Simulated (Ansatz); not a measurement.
Saddle point of ZnH₃ClO, closed shell (ZnHClO ([OH][Zn][Cl]) + H₂ → ZnHCl ([Cl][ZnH]) + H₂O (still joined by a long Zn–O bond); bonds formed: Zn1–H5, O2–H4; bonds broken: H4–H5; bonds weakened to dative contacts: Zn1–O2), PBE0-D4/def2-TZVP structure:

Zn1  (-0.501, 0.270, -0.589)
O2  (0.096, -0.542, 1.063)
Cl3  (-1.892, 0.384, -2.167)
H4  (0.934, 0.315, 0.565)
H5  (1.085, 1.045, -0.091)
H6  (0.279, -1.473, 1.219)
(Å)

Energies are electronic, without zero-point energy. Barriers and step energies count from the start structure reached by relaxing down the imaginary mode; all methods use the PBE0-D4 structures, on which another method's saddle can fall below an end. Ansatz 0.2.0; basis: def2-TZVPP, with def2-QZVPP for the basis limit; cores frozen in the correlated methods. The 3s and 3p shells of Cu and Zn are frozen; filled d shells are correlated. B3LYP uses VWN-RPA correlation. Extrapolation: Hartree–Fock as exp(−7.88 √X), correlation as X^−2.97.

```tsv
method	barrier (kcal/mol)	step energy (kcal/mol)
SPW92	13.15	-13.16
PBE-D4	19.88	-8.98
BLYP-D4	23.29	-7.31
r2SCAN-D4	21.14	-9.57
B97M-V	22.12	-11.74
PBE0-D4	20.75	-10.90
B3LYP-D4	23.46	-9.24
r2SCAN0-D4	21.56	-11.15
BHLYP-D4	24.53	-11.20
CAM-B3LYP-D4	23.10	-10.24
wB97X-V	23.83	-9.66
wB97M-V	?	-10.88
B2PLYP	24.45	-8.15
PBE-QIDH	22.65	-10.11
RPA on PBE	24.98	-7.74
HF	?	-11.76
MP2	?	-7.08
CCSD	25.27	-9.50
CCSD(T)	24.32	-8.90
```

(1) Fill in the withheld barriers. (Judge from chemistry; the value comes from the calculation.)

T1 diagnostic: at most 0.016.

Answers

(1) By the calculation: wB97M-V 23.32; MP2 25.31; HF 29.39 kcal/mol. Each is the energy of the saddle less that of the start structure, by the same method.

For comparison, the barrier by CCSD(T) at an estimated basis limit (MP2 extrapolated from triple and quadruple zeta, plus CCSD(T) − MP2 in triple zeta) is 25.05 kcal/mol.

Labels in which every atom is bracketed show which atoms are joined, not bond orders.

For scale, one of the runs: CCSD(T)/def2-TZVPP, 179 basis functions (an equivalent command: `ansatz run in.yaml --threads 4`). The run took 26 s on 4 CPU threads (shared host), with 1.6 GiB of host memory at its peak.
